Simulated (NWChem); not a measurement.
# CsCl: a line through the functionals

The species is CsCl (2 atoms), meant as a singlet with charge 0. As SMILES, `[Cl][Cs]`. The bond length is the measured one.

The HOMO–LUMO gap y, in eV, basis def2-TZVPP with a core potential; a is the functional's share of exact exchange. Programs: NWChem 7.3.0.

| functional | program | a | y (eV) |
| --- | --- | --- | --- |
| BLYP | NWChem | 0 | 3.02 |
| r2SCAN | NWChem | 0 | 4.07 |
| B3LYP | NWChem | 0.2 | ? |
| B1LYP | NWChem | 0.25 | 4.64 |
| PBE0 | NWChem | 0.25 | 4.90 |
| BHLYP | NWChem | 0.5 | 6.27 |

Q: Fit y = c + s·a to the known rows and predict B3LYP.

A: 
1. Means of the 5 rows: a = 0.2000, y = 4.580.
2. Σ(Δa)² = 0.175, Σ(Δa·Δy) = 0.94, so the slope is 0.94/0.175 = 5.3714.
3. Intercept: 4.580 − (5.3714) × 0.2000 = 3.506. The largest residual of the fit is 0.56.
4. B3LYP: 3.506 + (5.3714) × 0.2 = 4.58 eV.

The run gave 4.40 eV, so the prediction is off by +0.18 eV, within the scatter of the fit. Exact exchange lowers occupied levels and raises empty ones. The rows mix families of semi-local functionals, which the line can't see.
